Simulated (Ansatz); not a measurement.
Isomers of Na$_{4}$H$_{4}$ (singlet), relaxed with r2SCAN-D4/def2-SVP; total energies from Ansatz at CCSD(T)/def2-TZVPP.

```tsv
isomer	description	energy (Eh)
A	point group D4h; 8 × H–Na 2.05 Å	-650.55073
B	point group Td; 12 × H–Na 2.22 to 2.23 Å	-650.56190
```

Correlated methods freeze 4 core orbitals; core or outer-core shells of Na are correlated, in sets that lack core-valence functions.

The isomers come from a short search, and lower ones may exist.

Question: Work out the relative energies (1 Eh = 2625.5 kJ/mol) and the Boltzmann populations at 500 K from electronic energies alone (R = 8.314 J/mol/K).

Answer: ΔE: A 29.3, B 0.0 kJ/mol. RT = 4.16 kJ/mol. Factors exp(−ΔE/RT): A 0.000873, B 1; sum 1.001. Populations: A 0.1 %, B 99.9 %. Zero-point energy, vibrational entropy and symmetry numbers are left out and can shift these; an error of 4 kJ/mol changes a ratio by a factor of 2.6. Over the other density-functional and correlated levels in def2 sets, the gap between B and A ranges from -5 to 29 kJ/mol.
